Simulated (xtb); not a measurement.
xtb input (GFN2-xTB):

```bash
xtb mol.xyz --gfn 2 --sp --chrg -1 --uhf 0
```
mol.xyz:
```
7

C      2.01962942     0.03654930    -0.25219718
C      0.84107937    -0.24744500     0.00776197
C     -0.56243470    -0.49639828     0.27901808
O     -1.41500704     0.62914212    -0.10445646
H     -0.75143795    -0.68065096     1.34701849
H     -0.94041737    -1.37362502    -0.26678270
H     -0.77773291     1.26490288    -0.45208132
```

End of the output:

```
         :::::::::::::::::::::::::::::::::::::::::::::::::::::
         ::                     SUMMARY                     ::
         :::::::::::::::::::::::::::::::::::::::::::::::::::::
         :: total energy             -12.044867542624 Eh    ::
         :: gradient norm              0.031218309964 Eh/a0 ::
         :: HOMO-LUMO gap              5.567160392661 eV    ::
         ::.................................................::
         :: SCC energy               -12.206289617398 Eh    ::
         :: -> isotropic ES            0.172805495522 Eh    ::
         :: -> anisotropic ES          0.002646059722 Eh    ::
         :: -> anisotropic XC          0.003839390569 Eh    ::
         :: -> dispersion             -0.003511129265 Eh    ::
         :: repulsion energy           0.161422074774 Eh    ::
         :: add. restraining           0.000000000000 Eh    ::
         :: total charge              -1.000000000000 e     ::
         :::::::::::::::::::::::::::::::::::::::::::::::::::::

           -------------------------------------------------
          |                Property Printout                |
           -------------------------------------------------

    * Orbital Energies and Occupations

         #    Occupation            Energy/Eh            Energy/eV
      -------------------------------------------------------------
         1        2.0000           -0.4932115             -13.4210
         2        2.0000           -0.4060840             -11.0501
         3        2.0000           -0.3615383              -9.8380
         4        2.0000           -0.3181741              -8.6580
         5        2.0000           -0.3170923              -8.6285
         6        2.0000           -0.3029893              -8.2448
         7        2.0000           -0.2446297              -6.6567
         8        2.0000           -0.2251437              -6.1265
         9        2.0000           -0.0918188              -2.4985
        10        2.0000           -0.0858216              -2.3353
        11        2.0000           -0.0782175              -2.1284 (HOMO)
        12                          0.1263719               3.4388 (LUMO)
Note: The following floating-point exceptions are signalling: IEEE_DENORMAL
normal termination of xtb
        13                          0.1487098               4.0466
        14                          0.2734942               7.4422
        15                          0.3329012               9.0587
        16                          0.3565078               9.7011
        17                          0.4100875              11.1591
        18                          0.4665954              12.6967
        19                          1.3320672              36.2474
      -------------------------------------------------------------
                  HL-Gap            0.2045894 Eh            5.5672 eV
             Fermi-level            0.0240772 Eh            0.6552 eV

     #   Z          covCN         q      C6AA      α(0)
     1   6 C        0.981    -0.484    55.053    12.462
     2   6 C        1.960    -0.237    38.104     9.969
     3   6 C        3.669     0.114    18.940     6.239
     4   8 O        1.648    -0.534    23.637     6.563
     5   1 H        0.923    -0.062     4.394     3.278
     6   1 H        0.923    -0.062     4.394     3.278
     7   1 H        0.805     0.263     0.842     1.441

 Mol. C6AA /au·bohr⁶  :        774.621712
 Mol. C8AA /au·bohr⁸  :      18418.222303
 Mol. α(0) /au        :         43.231152

Wiberg/Mayer (AO) data.
largest (>0.10) Wiberg bond orders for each atom

 ---------------------------------------------------------------------------
     #   Z sym  total        # sym  WBO       # sym  WBO       # sym  WBO
 ---------------------------------------------------------------------------
     1   6 C    2.983 --     2 C    2.847
     2   6 C    3.868 --     1 C    2.847     3 C    0.992
     3   6 C    3.874 --     2 C    0.992     6 H    0.961     5 H    0.961
                             4 O    0.910
     4   8 O    1.890 --     7 H    0.910     3 C    0.910
     5   1 H    0.996 --     3 C    0.961
     6   1 H    0.996 --     3 C    0.961
     7   1 H    0.931 --     4 O    0.910
 ---------------------------------------------------------------------------

Topologies differ in total number of bonds
Writing topology from bond orders to xtbtopo.mol

molecular dipole:
                 x           y           z       tot (Debye)
 q only:       -1.106       0.205       0.041
   full:       -1.785       0.075       0.177       4.564
molecular quadrupole (traceless):
                xx          xy          yy          xz          yz          zz
 q only:      -11.060       0.804       5.981       1.541      -0.495       5.079
  q+dip:      -14.150       2.156       7.410       1.512      -0.569       6.739
   full:      -15.730       1.290       8.537       2.121      -0.762       7.193

           -------------------------------------------------
          | TOTAL ENERGY              -12.044867542624 Eh   |
          | GRADIENT NORM               0.031218309964 Eh/α |
          | HOMO-LUMO GAP               5.567160392661 eV   |
           -------------------------------------------------

------------------------------------------------------------------------
------------------------------------------------------------------------
 total:
 SCF:
```

It need not be the lowest isomer of its formula. Whether it binds its extra electron was not tested at this geometry.
